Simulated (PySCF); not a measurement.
# C4H10BN: core ionisation energies

C4H10BN.
Geometry (PBE0-D3(BJ)/def2-SVP, Å), atoms numbered from 1 in this order:
```xyz
16
C4H10BN angstrom
B      2.6929    0.0642    0.2465
N      1.4044    0.0010   -0.2688
C      0.1683    0.0395    0.4564
C     -0.9310    1.0387    0.0409
C     -1.9732   -0.0353    0.4052
C     -0.8623   -1.0942    0.2758
H      3.6315    0.0114   -0.5146
H      2.8418    0.1712    1.4432
H      1.2785   -0.0906   -1.2723
H      0.4108    0.1647    1.5227
H     -0.9012    1.2146   -1.0471
H     -0.9635    2.0136    0.5503
H     -2.8557   -0.1351   -0.2424
H     -2.3157    0.0683    1.4460
H     -0.8131   -1.5004   -0.7480
H     -0.8358   -1.9341    0.9862
```

The calculation used delta-SCF UKS SCAN, pcX-2 on the ionised atom, pcseg-1 elsewhere, spin-free X2C in PySCF. Each binding energy is the total energy of the core-ionised species, with the hole localised on one atom, minus that of the ground state; both are solved self-consistently, so orbital relaxation is included.

Question: What binding energy does each computed site have?

Answer: 
```tsv
atom(s)	bonded to	level	binding energy (eV)	above the level's lowest (eV)	count
B1	N and 2 H	B 1s	195.10	0.00	1
N2	C, H and B	N 1s	405.08	0.00	1
C3	N, 2 C and H	C 1s	291.46	+0.94	1
C4/C6	2 C and 2 H	C 1s	290.52	0.00	2
C5	2 C and 2 H	C 1s	290.64	+0.12	1
```

The listed C 1s values span 0.94 eV, from C4/C6 (bonded to 2 C and 2 H) to C3 (bonded to N, 2 C and H). Summing the Pauling electronegativity differences to the bonded atoms, each weighted by its formal bond order, gives -0.70 for the lowest site and +0.14 for the highest; no listed site has a larger sum than the highest.

Question: Which effective nuclear charge Zeff reproduces each element's mean 1s value in the hydrogen-like formula E = 13.606 eV × Zeff²?

Answer: B (Z = 5): mean 195.1 eV, Zeff = 3.79, Z − Zeff = 1.21; C (Z = 6): mean 290.8 eV, Zeff = 4.62, Z − Zeff = 1.38; N (Z = 7): mean 405.1 eV, Zeff = 5.46, Z − Zeff = 1.54. Means run over the listed sites, weighted by atom count.

Question: Which photon wavelength matches the C 1s of C5 threshold?

Answer: λ = hc/E = 12398.42 eV Å / 290.64 eV = 42.659 Å.

Atoms equivalent by their bonding share one computed value, that of the first of them. The unrestricted hole states depart most from a pure doublet (⟨S²⟩ = 0.75; over 0.85 named) for B 1s of B1 (0.93), which makes this value less certain. Geometry: PBE0-D3(BJ)/def2-SVP, one conformer, isolated molecule.

Hardware: one thread of an Arm Neoverse N1 (shared host). Cost: 83 s wall, 0.64 GiB resident at most.
